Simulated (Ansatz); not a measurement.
AlCl, charge -1, doublet, at a GFN2-xTB geometry (such geometries of metal compounds can be far from the true shape) (a state made from the parent by changing its charge; the spin is typed, not shown lowest) (a gas-phase anion, which may not be bound at this level).

Here is a job for Ansatz (an electronic-structure program).
Ansatz 0.2 input:
```yaml
crystal:
  periodic: [false, false, false]
  atoms:
    - {symbol: Al, position_ang: [-0.00000000, -0.00000000, -1.40501930]}
    - {symbol: Cl, position_ang: [0.00000000, 0.00000000, 1.07442652]}
basis:
  gaussian:
    orbitals: def2-SVP
hamiltonian:
  xc: {name: wB97X}
total_charge: -1
magnetization: {spin_polarized: true, initial_magnetization: 1}
```

Q: Estimate the total energy that WB97X/def2-SVP in Ansatz returns for this input.

A: -702.4327 Eh

Q: What number of basis functions does WB97X/def2-SVP give?

A: 36

A gas-phase anion may not be bound at this level; its values then depend on the basis.
